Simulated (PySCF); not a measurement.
B2H6NSi (calculated)

Calculation on a computer-drawn molecule: optimised geometry and harmonic frequencies of an isolated molecule of the commonest isotopes, restricted reference for singlets and unrestricted otherwise, frozen core in MP2. Program: PySCF 2.14.0.

### B2H6NSi

Start structure:
```xyz
10
B2H6NSi
B     -2.4376    -0.6512     0.3839
B     -1.7257     0.6961     1.0286
Si     0.1296     1.1172     0.8373
N      1.1267     0.0963     0.0143
H     -3.4279    -1.0341     0.7260
H     -1.8331    -1.3142    -0.4740
H     -2.3937     1.4204     1.6835
H      1.0933     2.1751     1.2409
H      0.8671    -0.7796    -0.5116
H      2.1001     0.1468    -0.1583
```

Here we set charge 0, multiplicity 2, method HF and basis cc-pV(D+d)Z.

The calculation gives: rotational constants 12.14, 3.168, 2.566 GHz; total energy -396.1960 hartree; spin squared 0.7603; convergence status largest gradient component 1.13e-05 hartree/bohr.

Drawn bonds:
```csv
atom,other atom,order
1,2,1
2,3,1
3,4,1
1,5,1
1,6,1
2,7,1
3,8,1
4,9,1
4,10,1
```

Optimised structure:
```xyz
10
B2H6NSi
B     -2.5753    -0.6573     0.3558
B     -1.6968     0.6783     0.8982
Si     0.1766     1.0077     0.7639
N      1.3550     0.0101     0.0618
H     -2.7715    -1.6219     1.0528
H     -3.0633    -0.6989    -0.7465
H     -2.2820     1.5768     1.4533
H      0.8725     2.2077     1.2661
H      1.1570    -0.8754    -0.3600
H      2.3266     0.2456     0.0252
```

Modes:
```csv
frequency (cm⁻¹),reduced mass (dalton)
116.5,1.035
116.8,3.008
181.5,3.418
248.3,1.053
293.6,1.267
317.5,3.318
470,1.06
574.7,1.063
616.5,4.535
714.4,1.057
787.2,1.52
803.1,1.376
920.8,2.416
994.7,1.496
1015,2.11
1123,2.037
1285,1.271
1684,1.123
2345,1.042
2632,1.058
2653,1.088
2689,1.12
3799,1.05
3901,1.098
```
